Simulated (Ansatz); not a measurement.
# A geometry optimisation of COSi2 with B3LYP-D4/def2-TZVP

The starting geometry of this gas-phase triplet was optimised with r2SCAN-D4.

```xyz
4

C    -0.4891   -1.5038    0.0490
O    -1.3408   -1.9471    0.7347
Si    0.8555   -0.8683   -0.9472
Si   -1.2009   -0.2448   -1.5492
```

Question: Predict what becomes of its bonds when it is optimised with B3LYP-D4/def2-TZVP.

Answer: It keeps its bonds. Distances that change by over a tenth: C1–Si4 (2.16 → 1.92 Å).

The energy falls by 0.51 eV over 6 steps:

```
step  E − E(last) (eV)
   1             0.510
   2             0.350
   3             0.025
   4             0.002
   5             0.000
   6             0.000
```

Final geometry (Å):

```tsv
atom	x (Å)	y (Å)	z (Å)
C	-0.7312	-1.3938	-0.0705
O	-1.2004	-2.0269	0.8253
Si	0.9109	-0.8934	-0.9201
Si	-1.1547	-0.2501	-1.5474
```

Frequencies at the end are all real (lowest 299 cm⁻¹). Open shells are spin-unrestricted. The triplet needn't be the ground state. Run with Ansatz 0.2.0, 44 s on 2 threads of Arm Neoverse V1, with other jobs on the host.
